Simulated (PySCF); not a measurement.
## Ionising TaO

PBE0; Ta def2-TZVPPD with ECP60, O def2-TZVPPD; scalar-relativistic core potentials (PySCF 2.14). Neutral (UKS): doublet (δ ↑), Re = 1.679 Å, ωe = 1069 cm⁻¹, HOMO -5.77 eV, LUMO -2.94 eV.

TaO⁻ (UKS): triplet (δ ↑↑), Re = 1.725 Å, ωe = 952 cm⁻¹. The energies at the minima are -132.13021 hartree for TaO and -132.17017 for TaO⁻.

**Question.** Work out the adiabatic electron affinity, without and with harmonic zero-point energies (1 hartree = 27.2114 eV, 1 eV = 8065.5 cm⁻¹), and the change of the bond length.

**Answer.** At PBE0: 0.03996 hartree = 1.087 eV between the minima; the zero-point term (1069.0 − 952.0)/2 cm⁻¹ = +0.007 eV makes it 1.095 eV. Re changes by +4.6 pm against the neutral. The electron enters a δ orbital, and the longer bond of the ion fits an antibonding orbital, or a change in how ionic the bond is.

De is left out where the level can put another filling of the metal’s s and d shells below the measured ground configuration, by anything from nothing to about 1 eV. Spin–orbit coupling is left out, which matters for elements this heavy, above all for dissociation energies. The highest Kohn–Sham level is positive in this anion. Much of that is self-interaction error, but it also means that the finite basis helps to hold the extra electron. With d or f electrons several states lie close, and the lowest PBE0 determinant need not be the measured ground state.
